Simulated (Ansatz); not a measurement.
Species: C$_{3}$H$_{4}$O, SMILES `C(O)#CC` (charge 0, multiplicity 1), formula C3H4O.

**Question.** How many basis functions does frozen-core CCSD(T)/cc-pVQZ // M06-2X/def2-TZVP run with Ansatz (a quantum-chemistry and plane-wave program) use, how many core orbitals are frozen, and how many electrons are correlated?

**Answer.** 340 basis functions and 4 frozen orbitals, which leaves 22 correlated electrons. Core time is of the order of minutes.
